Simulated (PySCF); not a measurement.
These 2 structures share the formula C7H6N2Se. Theory: PySCF 2.14.0, PBE0-D3(BJ)/def2-SVP geometry optimisation, gas phase. One conformer each; no zero-point energy, no entropy. No frequencies were run at this level. Point groups hold within 0.08 Å.

Question: Order them by energy at this level, lowest first, and give relative energies in kcal/mol.
A. `[CH:1]#[C:2][c:3]1[n:4][se:5][n:6][c:7]1[CH:8]1[CH2:9][CH2:10]1` with N6–C7–C8–C9 -36°
B. `[cH:1]1[cH:2][cH:3][n:4](-[c:5]2[n:6][cH:7][cH:8][se:9]2)[cH:10]1` with C3–N4–C5–N6 -1°

Answer: B (0.0), A (66.6).

As drawn, the higher has a three-membered ring and a C≡C bond, which the lower lacks.

```tsv
SMILES	E (Eh)	E rel (kcal/mol)	dipole (D)	point group	A, B, C (MHz)
c1ccn(-c2ncc[se]2)c1	-2780.11531	0.0	1.70	–	2465, 685.2, 536.2
C#Cc1n[se]nc1C1CC1	-2780.00917	66.6	1.62	–	1294, 807.2, 517.2
```

How do the relative energies change in single points at wB97X-D/def2-SVPD (no added dispersion term) on the same geometries?

```json
{"SMILES": "c1ccn(-c2ncc[se]2)c1", "PBE0-D3(BJ)/def2-SVP (kcal/mol)": "0.0", "wB97X-D/def2-SVPD (kcal/mol)": "0.0", "shift": "0.0"}
{"SMILES": "C#Cc1n[se]nc1C1CC1", "PBE0-D3(BJ)/def2-SVP (kcal/mol)": "66.6", "wB97X-D/def2-SVPD (kcal/mol)": "62.6", "shift": "-4.0"}
```

Each column counts from its own lowest isomer. The order is unchanged; the largest shift is 4.0 kcal/mol.
